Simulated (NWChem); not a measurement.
Species: C5H4O; SMILES C1(=O)C=CC=C1

Results from NWChem. Pople sets run with spherical d functions. Coordinates come from a B3LYP/6-31G* (spherical d) optimisation. Level: PBE0/6-31G* with SMD (1 M gas to 1 M solution), gas-phase geometry.

```tsv
solvent	dielectric constant	solvation free energy (kcal/mol)	cavity-dispersion-structure term (kcal/mol)	dipole in solution (D)
water	78.4	-3.3	3.6	4.46
anisole	4.22	-6.3	-2.7	3.72
toluene	2.37	-6.0	-3.3	[?]
dimethyl sulfoxide	46.8	-5.8	-1.1	3.96
chlorobenzene	5.70	-7.0	-3.2	3.78
cyclohexane	2.02	-5.3	-3.0	3.47
```

Q: Complete the blanks.

A: 
- toluene, dipole in solution (D): 3.54
